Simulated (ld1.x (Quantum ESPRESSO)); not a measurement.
**xenon (Xe): excitation energies, all-electron against TM**

Xe, norm-conserving Troullier–Martins (Kleinman–Bylander form), made with ld1.x (Quantum ESPRESSO) 7.5 (PBEsol, scalar-relativistic). Core [Kr] 4d10, reference 5s2 5p6. Waves: 5p (bound): rc 1.45 bohr; 5d channel at 0.35 Ry: rc 1.30 bohr; 5s (bound): rc 1.30 bohr. Local part: the s channel. Core correction: a·sin(br)/r model core inside 0.60 bohr.

Energies are relative to the spin-unpolarised reference configuration 5s2 5p6; without spin polarisation the order of configurations can differ from experiment. The frozen-core shift is the all-electron ΔE with the core orbitals held at their reference shape minus the fully relaxed ΔE.

```csv
valence configuration,charge,ΔE all-electron (eV),error AE − PS (meV),frozen-core shift (meV)
5s2 5p3,+3,66.102,-39,+95
5s1 5p6,+1,24.728,-18,+20
5s2 5p5.5,+0.5,5.177,-1.5,+1.7
5s2 5p2,+4,108.485,-84,+236
```

(1) What are ΔE and the potential's error for 5s2 5p5?

(2) What are ΔE and the potential's error for 5s2 5p4?

Note: ghost states, extra bound levels that the all-electron valence spectrum of the same l lacks: p at -262.3 eV, d at -6.6 eV. A true bound ghost makes a file unfit for plane-wave use.

Answers

(1) ΔE = 12.551 eV all-electron; the error (AE − PS) is -4.2 meV.

(2) ΔE = 34.331 eV all-electron; the error (AE − PS) is -15 meV.
